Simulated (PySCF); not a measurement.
**Radial density of Zn²⁺ (zinc, charge +2)**

UHF, [Ar] 3d10, closed-shell 1S. All numbers are calculated (PySCF 2.14, scalar relativity by spin-free X2C-1e, in x2c-SVPall).

```json
{"r (bohr)": "0.000753", "4πr²ρ (e/bohr)": "0.1836"}
{"r (bohr)": "0.00127", "4πr²ρ (e/bohr)": "0.4992"}
{"r (bohr)": "0.00213", "4πr²ρ (e/bohr)": "1.284"}
{"r (bohr)": "0.00358", "4πr²ρ (e/bohr)": "3.057"}
{"r (bohr)": "0.00603", "4πr²ρ (e/bohr)": "7.001"}
{"r (bohr)": "0.0101", "4πr²ρ (e/bohr)": "14.62"}
{"r (bohr)": "0.0171", "4πr²ρ (e/bohr)": "26.08"}
{"r (bohr)": "0.0287", "4πr²ρ (e/bohr)": "35.72"}
{"r (bohr)": "0.0483", "4πr²ρ (e/bohr)": "33.95"}
{"r (bohr)": "0.0812", "4πr²ρ (e/bohr)": "29.34"}
{"r (bohr)": "0.137", "4πr²ρ (e/bohr)": "40.56"}
{"r (bohr)": "0.230", "4πr²ρ (e/bohr)": "32.46"}
{"r (bohr)": "0.386", "4πr²ρ (e/bohr)": "19.62"}
{"r (bohr)": "0.650", "4πr²ρ (e/bohr)": "24.08"}
{"r (bohr)": "1.09", "4πr²ρ (e/bohr)": "8.937"}
{"r (bohr)": "1.84", "4πr²ρ (e/bohr)": "1.144"}
{"r (bohr)": "3.09", "4πr²ρ (e/bohr)": "0.03812"}
{"r (bohr)": "5.20", "4πr²ρ (e/bohr)": "0.0001655"}
```

Densities and radii are taken from the X2C orbitals without a picture-change correction, which distorts them close to the nucleus.
